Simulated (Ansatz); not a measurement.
`O[Si@H](F)[Si@H](O)F` + H₂ → `O[SiH2]F` + `O[SiH2]F`  (hydrogenolysis of the Si–Si bond)

Computed with Ansatz on PBE0-D4/def2-TZVP structures; ΔE is electronic, products minus reactants. CCSD(T)/CBS adds triple-zeta CCSD(T) − MP2 to the extrapolated MP2 energy (def2 sets, frozen cores). This one scheme is used for every species. Functionals use def2-TZVPP. B3LYP here is the variant with VWN-RPA as its local correlation; programs differ in this. HSE06 is defined as in plane-wave codes. Each species was taken in one conformer, which may not be the lowest.

| level | ΔE (kJ/mol) | difference from CCSD(T)/CBS |
| --- | --- | --- |
| LDA (SPW92) | -32.3 | 17.5 |
| PBE-D4 | -26.6 | 23.2 |
| revPBE-D4 | -22.9 | 26.9 |
| BLYP-D4 | -33.4 | 16.4 |
| r2SCAN-D4 | -39.7 | 10.1 |
| B97M-V | -45.5 | 4.3 |
| PBE0-D4 | -37.4 | 12.4 |
| r2SCANh-D4 | -42.6 | 7.2 |
| r2SCAN0-D4 | -46.8 | 3.0 |
| HSE06-D4 | -37.7 | 12.1 |
| BHLYP-D4 | -53.4 | -3.6 |
| CAM-B3LYP-D4 | -50.4 | -0.6 |
| ωB97X-V | -46.2 | 3.6 |
| ωB97M-V | -50.7 | -0.9 |
| B2PLYP | -55.7 | -5.9 |
| PBE-QIDH | -52.0 | -2.2 |
| PBE | -34.4 | 15.4 |
| BLYP | -48.5 | 1.3 |
| PBE0 | -44.5 | 5.3 |
| B3LYP | -54.8 | -5.0 |
| r2SCANh | -45.0 | 4.8 |
| r2SCAN0 | -49.4 | 0.4 |
| HSE06 | -44.4 | 5.4 |
| BHLYP | -65.2 | -15.4 |
| CAM-B3LYP | -57.9 | -8.1 |
| LC-ωPBE | -48.5 | 1.3 |
| HF/def2-SVP | -86.4 | -36.6 |
| MP2/def2-SVP | -65.9 | -16.1 |
| CCSD/def2-SVP | -69.3 | -19.5 |
| CCSD(T)/def2-SVP | -65.1 | -15.3 |
| HF/def2-TZVPP | -82.6 | -32.8 |
| MP2/def2-TZVPP | -56.0 | -6.2 |
| SCS-MP2/def2-TZVPP | -61.3 | -11.5 |
| CCSD/def2-TZVPP | -59.3 | -9.5 |
| CCSD(T)/def2-TZVPP | -53.8 | -4.0 |
| HF/def2-QZVPP | -83.3 | -33.5 |
| MP2/def2-QZVPP | -54.0 | -4.2 |
| HF/CBS(def2) | -83.4 | -33.6 |
| MP2/CBS(def2) | -52.1 | -2.3 |
| CCSD/CBS(def2) | -55.4 | -5.6 |
| CCSD(T)/CBS | -49.8 | 0 |

Largest T1 diagnostic among the species: 0.013.

At CCSD(T), def2-SVP lies −15.3 kJ/mol from the extrapolated value and def2-TZVPP −4.0 kJ/mol. Leaving LDA and LC-ωPBE aside and taking each functional with its dispersion term where it has one, the values spread over 32.8 kJ/mol, from B2PLYP to revPBE-D4.
